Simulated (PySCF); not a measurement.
NiN: frontier orbitals

PBE0 at R = 1.665 Å; basis Ni def2-TZVP, N def2-TZVP; no relativity; PySCF 2.14. State: ⁴Σ⁻ (quartet), unpaired electrons σ ↑, π ↑↑. Only the outer orbitals are listed, counted within each symmetry.

| spin | orbital | occ. | ε (eV) | on Ni (%) | main shells (%) |
| --- | --- | --- | --- | --- | --- |
| α | 8σ | 1 | -9.82 | 64 | 64 Ni d, 29 N p |
| α | 3π | 1 | -9.80 | 63 | 62 Ni d, 37 N p |
| α | 3π | 1 | -9.80 | 63 | 62 Ni d, 37 N p |
| α | 1δ | 1 | -7.55 | 100 | 100 Ni d |
| α | 1δ | 1 | -7.55 | 100 | 100 Ni d |
| α | 4π | 1 | -6.70 | 42 | 58 N p, 37 Ni d |
| α | 4π | 1 | -6.70 | 42 | 58 N p, 37 Ni d |
| α | 9σ | 1 | -6.66 | 57 | 43 N p, 38 Ni s, 19 Ni d |
| α | 10σ | 0 | -2.21 | 88 | 70 Ni s, 18 N p, 10 Ni d |
| α | 5π | 0 | 2.39 | 93 | 79 Ni p, 14 Ni d |
| α | 5π | 0 | 2.39 | 93 | 79 Ni p, 14 Ni d |
| β | 7σ | 1 | -17.68 | 13 | 85 N s |
| β | 3π | 1 | -7.58 | 86 | 86 Ni d, 14 N p |
| β | 3π | 1 | -7.58 | 86 | 86 Ni d, 14 N p |
| β | 8σ | 1 | -7.45 | 34 | 55 N p, 30 Ni d, 11 N s |
| β | 1δ | 1 | -6.78 | 100 | 100 Ni d |
| β | 1δ | 1 | -6.77 | 100 | 100 Ni d |
| β | 9σ | 0 | -2.74 | 102 | 79 Ni s, 22 Ni d |
| β | 4π | 0 | -1.39 | 26 | 74 N p, 14 Ni p, 12 Ni d |
| β | 4π | 0 | -1.39 | 26 | 74 N p, 14 Ni p, 12 Ni d |

Q: Which are the highest filled and the lowest empty level, where do they sit, and how wide is the gap?

A: Highest filled α 9σ at -6.66 eV (in %: 43 N p, 38 Ni s, 19 Ni d); lowest empty β 9σ at -2.74 eV (in %: 79 Ni s, 22 Ni d); the gap at PBE0 is 3.92 eV.

| Quantity | Value |
| --- | --- |
| bond order (Mayer) | 1.69 |
| ⟨S²⟩ | 3.764 |
| charge on Ni (Mulliken, basis-dependent) | 0.43 |
| charge on Ni (Löwdin, basis-dependent) | 0.22 |
| dipole moment (positive dipole means Ni(−)N(+)) | -4.17 D |
| polarisability along the bond | 45.9 bohr³ |
| polarisability across the bond | 21.6 bohr³ |

Shares are Mulliken populations and can fall outside 0 to 100 %.

The state is the lowest single determinant that the PBE0 search found; with open d or f shells the true ground state can be another one.
